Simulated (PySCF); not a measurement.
A side-by-side comparison of computed properties.

First species: H₇NSi₂.
Numbering: `[NH2:1][SiH2:2][SiH3:3]` (hydrogens: H4, H5 on N1; H6, H7 on Si2; H8, H9, H10 on Si3)

Geometry (PBE0-D3(BJ)/def2-SVP, Å), atoms numbered from 1 in this order:
```xyz
10
H7NSi2 angstrom
N      1.6517    0.6870    0.3256
Si     0.5902   -0.6518    0.0172
Si    -1.5849    0.0557    0.5321
H      2.6542    0.5353    0.3533
H      1.4407    1.5936   -0.0764
H      0.5885   -1.1972   -1.3863
H      1.0125   -1.7773    0.9076
H     -2.6021   -0.9571    0.1095
H     -1.8736    1.3353   -0.1930
H     -1.7348    0.3088    1.9986
```

Second species: SiEt(OAc)3, C8H14O6Si.
Structure used (PBE0-D3(BJ)/def2-SVP), in Å, numbered top down from 1:
```
atom  x, y, z in Å
Si1    0.053    0.029    0.365
C2    -0.036   -0.180    2.192
C3     0.852   -1.296    2.736
H4    -1.099   -0.362    2.423
H5     0.228    0.793    2.637
H6     0.741   -1.396    3.827
H7     0.599   -2.268    2.286
H8     1.917   -1.104    2.532
O9     1.619    0.223   -0.248
C10    2.392    1.250    0.149
C11    3.700    1.287   -0.576
O12    2.037    2.030    0.994
H13    4.308    2.122   -0.211
H14    3.514    1.394   -1.655
H15    4.229    0.334   -0.434
O16   -0.793    1.355   -0.241
C17   -2.136    1.325   -0.292
C18   -2.700    2.450   -1.095
O19   -2.770    0.454    0.247
H20   -3.790    2.481   -0.990
H21   -2.429    2.279   -2.149
H22   -2.246    3.403   -0.789
O23   -0.441   -1.418   -0.336
C24   -0.924   -1.581   -1.584
C25   -1.402   -2.981   -1.814
O26   -0.967   -0.689   -2.387
H27   -1.705   -3.107   -2.859
H28   -2.257   -3.175   -1.148
H29   -0.613   -3.698   -1.549
```

Levels: B3LYP/def2-SVPD for HOMO energy, LUMO energy, HOMO–LUMO gap and static isotropic polarisability; TDDFT B3LYP/def2-SVPD for lowest singlet excitation; TDA B3LYP/def2-SVPD for lowest triplet excitation (Tamm–Dancoff). Geometries: PBE0-D3(BJ)/def2-SVP. All species are isolated and taken at one optimised geometry, non-relativistic unless stated. Electronic properties by PySCF.

The conformers computed, where there is a choice (atom-mapped SMILES and torsion angles):
- `[NH2:1][SiH2:2][SiH3:3]`: H–N1–Si2–Si3 167°, H–N1–Si2–Si3 -51°

Values for the first species:

| Quantity | Value |
| --- | --- |
| HOMO energy | -7.15 eV |
| LUMO energy | -0.36 eV |
| HOMO–LUMO gap | 6.79 eV |
| Lowest singlet excitation | 5.69 eV |
| Lowest triplet excitation (Tamm–Dancoff) | 5.34 eV |
| Static isotropic polarisability | 69.4 au |

(1) Estimate the same properties for the second species, and the change in each.

## Answers

(1) 
```
                                property     first    second  second less first
                             HOMO energy  -7.15 eV  -7.89 eV           -0.74 eV
                             LUMO energy  -0.36 eV  -0.53 eV           -0.17 eV
                           HOMO–LUMO gap   6.79 eV   7.36 eV           +0.57 eV
               lowest singlet excitation   5.69 eV   5.67 eV           -0.02 eV
lowest triplet excitation (Tamm–Dancoff)   5.34 eV   5.17 eV           -0.17 eV
         static isotropic polarisability   69.4 au  135.4 au           +66.0 au
```

On the first: The vertical singlet–triplet gap S1 − T1 is 0.35 eV (TDDFT singlet less Tamm–Dancoff triplet; S1: HOMO→LUMO, weight 0.99; T1: HOMO→LUMO, weight 0.97). S1 lies 1.10 eV below the HOMO–LUMO gap; its leading configuration is HOMO→LUMO, weight 0.99.

On the second: The principal polarisabilities are 126.2, 137.1 and 142.8 au; their mean is the isotropic value. No computed singlet falls in the visible range (750 to 380 nm, 1.65 to 3.26 eV); S1 lies 2.41 eV above its blue end.
